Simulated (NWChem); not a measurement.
Molecule: BeHOCl; SMILES [OH][Be][Cl]

```xyz
4

Be    -0.0020     0.5708     0.0000
Cl    -0.0008    -1.2496     0.0000
O     -0.0012     1.9515     0.0000
H      0.0080     2.8935     0.0000
```
Atoms are numbered in this order, from 1.

This is a stationary point of PBE0-D3(BJ)/def2-TZVP (NWChem), point group C*v. 

### Question
Is it a minimum? If not, what does it relax to?

### Answer
No. It has an imaginary frequency of 339i cm⁻¹. Following that mode (on a finer grid) lowers the energy by 1.1 kcal/mol and ends, with real frequencies alone, at point group Cs:
```xyz
4

Be     0.0455     0.6333     0.0000
Cl    -0.0808    -1.1798     0.0000
O      0.2029     2.0338     0.0000
H     -0.4320     2.7421     0.0000
```
